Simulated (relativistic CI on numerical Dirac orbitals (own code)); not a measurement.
# Line list: Forbidden lines, Au43+

These numbers are calculated, not measured: Dirac-Coulomb-Breit CI, KLI orbitals optimised for each configuration, QED by a radiative potential, unscaled Slater integrals (own radial code, finite nucleus).

Configuration list (outside the closed core [Ar] 3d10): 4s2 4p6, 4s2 4p5 4d, 4s 4p6 4d, 4s2 4p5 4f, 4s 4p6 4f, 4p6 4d 4f, 4s2 4p5 5s, 4p6 4d2, 4p5 4d3, 4p5 4d2 4f, 4p5 4d2 5s, 4p6 4f2, 4p5 4d 4f2, 4p5 4f3, 4p5 4f2 5s. Double excitations out of closed p, d and f shells are left out; levels of such configurations are missing from the list, as are those of other unlisted configurations, and high levels can miss mixing partners.

| λ vac (Å) | Lower | Upper | Type | A (s⁻¹) | log gf |
| --- | --- | --- | --- | --- | --- |
| 19.092 | 4s2 4p5 4d 3P°_0 [2] | 4s2 4p5 5s 3P°_2 [34] | E2 | 2.10e+08 | -4.24 |
| 19.238 | 4s2 4p5 4d 3F°_2 [10] | 4s2 4p5 5s 3P°_0 [45] | E2 | 2.03e+09 | -3.95 |
| 19.255 | 4s2 4p5 4d 3P°_1 [3] | 4s2 4p5 5s 3P°_2 [34] | E2 | 6.06e+08 | -3.77 |
| 19.344 | 4s2 4p5 4d 3F°_3 [4] | 4s2 4p5 5s 3P°_2 [34] | E2 | 6.05e+08 | -3.77 |
| 19.393 | 4s2 4p5 4d 3D°_2 [5] | 4s2 4p5 5s 3P°_2 [34] | E2 | 7.42e+08 | -3.68 |
| 20.078 | 4s2 4p5 4d 3F°_4 [6] | 4s2 4p5 5s 3P°_2 [34] | E2 | 1.66e+09 | -3.30 |
| 20.125 | 4s2 4p5 4d 3P°_2 [12] | 4s2 4p5 5s 3P°_0 [45] | E2 | 2.73e+09 | -3.78 |
| 20.171 | 4s2 4p5 4d 1D°_2 [7] | 4s2 4p5 5s 3P°_2 [34] | E2 | 2.18e+08 | -4.18 |
| 20.373 | 4s2 4p5 4d 3D°_3 [8] | 4s2 4p5 5s 3P°_2 [34] | E2 | 6.79e+08 | -3.68 |
| 26.674 | 4s 4p6 4d 3D_3 [24] | 4p6 4d2 3F_4 [42] | E2 | 4.00e+08 | -3.42 |
| 26.811 | 4s 4p6 4d 3D_1 [22] | 4p6 4d2 3P_1 [41] | E2 | 2.73e+08 | -4.05 |
| 26.880 | 4s 4p6 4d 3D_2 [23] | 4p6 4d2 1G_4 [40] | E2 | 2.64e+08 | -3.59 |
| 26.937 | 4s 4p6 4d 1D_2 [25] | 4p6 4d2 1D_2 [43] | E2 | 5.75e+08 | -3.51 |
| 27.154 | 4s 4p6 4d 1D_2 [25] | 4p6 4d2 3F_4 [42] | E2 | 2.96e+08 | -3.53 |
| 27.242 | 4s 4p6 4d 3D_2 [23] | 4p6 4d2 3F_3 [38] | E2 | 1.93e+08 | -3.82 |
| 28.113 | 4s 4p6 4d 3D_3 [24] | 4p6 4d2 1G_4 [40] | E2 | 1.44e+08 | -3.81 |
| 28.199 | 4s 4p6 4d 3D_3 [24] | 4p6 4d2 3P_2 [39] | E2 | 2.00e+08 | -3.92 |
| 28.509 | 4s 4p6 4d 3D_3 [24] | 4p6 4d2 3F_3 [38] | E2 | 1.49e+08 | -3.90 |
| 28.646 | 4s 4p6 4d 1D_2 [25] | 4p6 4d2 1G_4 [40] | E2 | 1.72e+08 | -3.72 |
| 28.894 | 4s 4p6 4d 3D_2 [23] | 4p6 4d2 3F_2 [36] | E2 | 2.74e+08 | -3.77 |

Terms are leading LS components. Brackets give the number of a level in order of energy, since labels repeat. The list gives strong lines, with weight on those to low levels, among the lowest 200 of 1757 levels, so that lines to higher ones, which can be the strongest, are missing. Levels whose partners in the same complex of configurations lie outside the list can be far off, and so can their lines. Rates are taken at the computed energies, electric ones in the length gauge.

At this charge energies of transitions that change n are usually good to better than 1 %, and those within a shell (Δn = 0) to a few per cent.

From the table, what is the radiative lifetime of 4s2 4p5 5s 3P°_2?

The listed rates from this level add up to about 4.73e+09 s⁻¹, 100 % of its decay; with all channels τ = 2.11e-10 s.

LS names give the leading component of a level, which can be under half, so a name can repeat, a term be missing and a line seem to break the LS rules.
